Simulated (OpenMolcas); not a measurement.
Sr II: effect of the IPEA shift

```json
{"Program": "OpenMolcas", "Basis": "ANO-RCC-VTZP [7s6p3d1f]", "Scalar Hamiltonian": "DKH2, point nucleus", "Active space": "1 electron in 9 orbitals (4d 5s 5p)", "State averaging": "2S+1 = 2 even, 6 roots; 2S+1 = 2 odd, 3 roots", "Spin-orbit coupling": "state interaction with AMFI integrals over the reference wave functions, term energies averaged over their components"}
```

Methods on the same reference wave functions:
A. CASSCF
B. SS-CASPT2, IPEA 0 Eh, imaginary shift 0.1 Eh (closed shells correlated: 4s 4p)
C. SS-CASPT2, IPEA 0.25 Eh, imaginary shift 0.1 Eh (closed shells correlated: 4s 4p)

Energies in eV above 5s ²S_1/2, the measured ground level; measured values from NIST Handbook of Basic Atomic Spectroscopic Data.

| Level | A | B | C | Measured |
| --- | --- | --- | --- | --- |
| 5s ²S_1/2 | 0.0000 | 0.0000 | 0.0000 | 0.0000 |
| 4d ²D_3/2 | 2.0066 | 2.125 | 2.117 | 1.8047 |
| 4d ²D_5/2 | 2.0398 | 2.159 | 2.150 | 1.8395 |
| 5p ²P°_1/2 | 2.6794 | 2.956 | 2.936 | 2.9403 |
| 5p ²P°_3/2 | 2.7449 | 3.022 | 3.001 | 3.0397 |

Deviations, from unrounded energies. A percentage is the sum of absolute deviations over the sum of measured energies, with the sign that they share, or ± where signs differ.

```tsv
Against measurement	Levels	A	B	C
mean absolute deviation (cm-1)	4	1900	1400	1300
other configurations (%)	4	±10.0	±7.0	±6.9
```

B, C lie about equally close to measurement and A furthest from it. The largest miss of C in the table is 4d ²D_3/2, by +2500 cm-1. The ranking rests on the paired levels alone, and a cruder setting can come out closer through cancelling errors.

Between B and C the level of the table that moves most is 5p ²P°_1/2, by 170 cm-1 (lowest in C, highest in B). Moves below CASPT2's spread within the term are not significant.

The mean deviations of B to C differ by less than CASPT2's widest spread within a term (140 cm-1), so their order carries little weight.

The lowest spin-free term lies below A's lowest term by 0.190 hartree in B, 0.189 hartree in C.

CASPT2 breaks the degeneracy within a term, and the mean is taken; among the terms shown or strongly mixed into the levels shown the widest spread is 140 cm-1 (4d ²D, C). ANO sets are built for ground and valence states and can reach diffuse excited orbitals poorly. With one active electron the reference holds no correlation, so core polarisation is missing (holds for A). With one active electron, CASPT2 adds the correlation within the correlated inactive shells and between them and that electron, and leaves the splitting within a term as the reference gives it (holds for B; C). Computed and measured levels are paired by configuration, term and J; levels that our copy of the source lacks, or whose pairing is in doubt (as where it misses far off the trend of its configuration), stay unpaired and out of the deviations. Levels of configurations outside the active space are missing.

° marks odd parity.
